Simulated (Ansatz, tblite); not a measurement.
Adding an electron: Pb₃O₄⁺ (the lowest doublet isomer of a short search). Total charge 1; doublet. Geometry: PBE0-D4/def2-SVP. Ansatz, gas phase; energy differences of separate SCF runs; the reduced species is a singlet (the triplet lies 0.21 eV higher at PBE0-D4/def2-TZVP).

| atom | x (Å) | y (Å) | z (Å) |
| --- | --- | --- | --- |
| Pb1 | -2.001 | -0.763 | 1.474 |
| Pb2 | -0.431 | 1.682 | -0.300 |
| Pb3 | 0.613 | -1.853 | -1.457 |
| O4 | -1.389 | 1.200 | 1.532 |
| O5 | -0.801 | -0.649 | -0.484 |
| O6 | 2.186 | -0.323 | -0.717 |
| O7 | 1.823 | 0.706 | -0.048 |

In the def2 sets Pb takes a core potential; there is no spin–orbit coupling. The xTB rows come from tblite. The structure holds one bond between oxygen atoms, so isomers without such links may lie far lower. The structure comes from a short search, and lower isomers may exist.

```
              level  −HOMO (eV)  −LUMO (eV)  vertical EA (eV)  HOMO–LUMO gap (eV)                                 remarks
           GFN1-xTB           –           –             11.00                   –                                       –
           GFN2-xTB           –           –             10.95                   –                                       –
   PBE-D4/def2-TZVP        9.06        8.40              5.86                0.66  restricted singlet, untested (singlet)
r2SCAN-D4/def2-TZVP        9.21        8.05              5.70                1.17  restricted singlet, untested (singlet)
  PBE0-D4/def2-TZVP       10.28        7.16              5.45                3.12  restricted singlet, untested (singlet)
```

  HOMO and LUMO are the levels of the spin that leaves or enters (xTB has no such levels and no spin-polarisation term). Other spin states of the ions may lie lower, which would lower the ionisation energy or raise the affinity. Raw xTB energy differences between charge states are shifted by several eV; the methods need an empirical correction for them.
